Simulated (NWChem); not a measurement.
Molecule: CH5BeNS; SMILES C[S][Be][NH2]

```xyz
9

Be     0.1795    -1.0477     0.0006
N     -0.2310    -2.4889     0.0016
H     -0.3855    -3.0581    -0.8242
H     -0.3894    -3.0549     0.8288
S      0.7229     0.7745    -0.0001
C     -0.8874     1.6489    -0.0051
H     -1.4746     1.4124    -0.9025
H     -0.6670     2.7249    -0.0087
H     -1.4767     1.4186     0.8926
```
Atoms are numbered in this order, from 1.

Geometry: optimised at PBE0/def2-SVP.

 Unshifted, non-relativistic core excitations; the lowest 4 roots alone, so stronger bands may lie above.

### Question
List the first C K-edge excitations from PBE/def2-TZVP, restricted-window TDA (NWChem).

### Answer
```csv
state,energy (eV),dipole oscillator strength,leading excitation (squared amplitude)
S1,268.9,0.0008,1s of atom 6 or its equivalents → LUMO (0.60)
S2,269.2,0.0083,1s of atom 6 or its equivalents → LUMO+1 (0.60)
S3,269.3,0.0008,1s of atom 6 or its equivalents → LUMO+2 (1.00)
S4,270.9,0.0054,1s of atom 6 or its equivalents → LUMO+3 (0.97)
```
